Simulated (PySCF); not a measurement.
Level of theory: PySCF 2.14.0 with PBE0-D3(BJ)/def2-TZVP. Gas-phase values, no solvent. One relaxed conformer stands for a flexible species; it need not be the lowest. Delta-SCF ions had no search for a lower state. Excitations are Tamm–Dancoff values on a coarser integration grid. The basis has no diffuse functions, so Rydberg states are missing or too high.

Reference species (SMILES): `C(=N)=BB` (neutral, multiplicity 1).

```
Quantity                                  Value
--------------------------------------  -------
vertical ionisation energy (Delta-SCF)  8.49 eV
S1–T1 gap (TDA)                         0.61 eV
```

Changed species: `[H]/B=C/N=B`.

What does the change do to the vertical ionisation energy (Delta-SCF) and S1–T1 gap (TDA)?

the vertical ionisation energy (Delta-SCF) falls by 0.41 eV, to 8.08 eV; the S1–T1 gap (TDA) falls by 0.11 eV, to 0.50 eV.
